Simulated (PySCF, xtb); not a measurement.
Si(Cl)3(OSiH3) (Cl3H3OSi2), SMILES [SiH3]O[Si](Cl)(Cl)Cl. Other conformers were not sampled.

Harmonic wavenumbers (cm⁻¹) from GFN2-xTB (xtb) at its own minimum, in rising order: 22, 36, 40, 124, 126, 170, 218, 220, 386, 540, 547, 597, 603, 619, 748, 763, 801, 1096, 2284, 2295, 2308.

Task: What does PySCF with PBE-D3(BJ)/def2-SVP give at its own minimum? (An estimate is asked for; the answer gives what the named calculation found.)

Result: 10, 57, 65, 149, 153, 202, 258, 270, 418, 608, 619, 661, 693, 709, 913, 914, 938, 1065, 2181, 2190, 2209. Paired by order, the mean absolute difference is 69 cm⁻¹ and the zero-point energies are 20.8 and 21.8 kcal/mol.
